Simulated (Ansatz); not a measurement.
C2H7NOSn at its PBE0-D4/def2-TZVP geometry, where that method's forces vanish. Charge 0, multiplicity 1. Sn takes the def2 core potential. The bonds changed during the relaxation, so this is another structure than the one it started from.

```xyz
12

C    -1.2624    0.7779   -1.2333
Sn   -0.6320   -1.2790   -0.7938
N    -0.6345   -0.9609    1.2466
C     2.1500    0.0013    0.3305
O     1.6744   -0.2680   -0.7457
H    -0.9655    1.4570   -0.4294
H    -0.8277    1.1300   -2.1715
H    -2.3515    0.8147   -1.3326
H    -0.7415   -1.7529    1.8642
H    -1.1427   -0.1713    1.6226
H     1.5733   -0.1877    1.2528
H     3.1602    0.4389    0.3897
```

(1) What forces (eV/Å) does PBE-D4/def2-TZVPP give on these atoms in the Gaussian-basis code of Ansatz? (An estimate is asked.)

Answers

(1) Computed: 
```
C1  -0.015  0.078 -0.029
Sn2  0.018 -0.352 -0.299
N3   0.172  0.039  0.016
C4   0.379  0.196  0.776
O5  -0.409 -0.219 -1.075
H6   0.061  0.122  0.156
H7   0.079  0.068 -0.171
H8  -0.195 -0.004 -0.020
H9  -0.031 -0.262  0.220
H10 -0.169  0.270  0.136
H11 -0.139 -0.041  0.260
H12  0.249  0.106  0.029
```
